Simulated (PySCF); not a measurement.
Bond energies at MP2/def2-SVP beside a composite method

PySCF, lowest determinants of a PBE0 search. The composite is CCSD(T) extrapolated to the basis-set limit from two correlation-consistent sets, with core-valence (CV) and scalar-relativistic (SR) terms as its label shows; it has no spin–orbit coupling and nothing beyond (T).

| species | state (unpaired electrons) | De MP2 (eV) | De composite (eV) | composite | dissociates to |
| --- | --- | --- | --- | --- | --- |
| ZnO | triplet (σ ↑, π ↑) | 1.18 | 1.24 | CCSD(T)/CBS(DT) | Zn + O |
| NaH | singlet (closed shell) | 1.46 | 1.96 | CCSD(T)/CBS(TQ)+SR | Na + H |
| PbN | doublet (π ↑) | 1.43 | 2.31 | CCSD(T)/CBS(DT) | Pb + N |
| OH⁺ | triplet (π ↑↑) | 5.32 | 5.21 | CCSD(T)/CBS(TQ)+CV+SR | H⁺ + O |
| RbNa | singlet (closed shell) | 0.34 | 0.62 | CCSD(T)/CBS(DT) | Rb + Na |
| KCl | singlet (closed shell) | 3.75 | 4.33 | CCSD(T)/CBS(DT)+CV | K + Cl |
| KH | singlet (closed shell) | 1.25 | 1.84 | CCSD(T)/CBS(TQ) | K + H |
| CH | doublet (π ↑) | 3.21 | 3.65 | CCSD(T)/CBS(TQ)+CV+SR | H + C |

Q: Does MP2 bind more or less than the composite, by how much on average, and where is the difference largest?

A: MP2/def2-SVP binds less on average, method and basis taken together: the mean signed difference is -0.40 eV and the mean absolute one 0.43 eV; it is largest for PbN (-0.88 eV).

The molecules are drawn from runs that passed checks on state, spin purity and fit, so the hardest cases are missing and the errors look smaller than over all diatomics.

Correlated steps freeze the inner cores (1 to 15 orbitals); shallow outer-core shells are correlated. UHF and ROHF references stand side by side, which adds small steps between rows. Weak bonds: RbNa. Basis-set superposition, not corrected here, can be much of De in a small basis, most of all at correlated wavefunction levels. These are scalar-relativistic numbers at best; spin–orbit coupling would shift them, the dissociation energy most. For an ion De counts to the pair picked by the measured ionisation energies or electron affinities, which need not be the lowest pair at this level. Where the molecule has an RHF reference, its open-shell atoms are computed with UHF. The CCSD T1 diagnostic is raised in PbN, a sign that a single reference may not be enough there. States were picked by a PBE0 search and need not be the measured ground states.
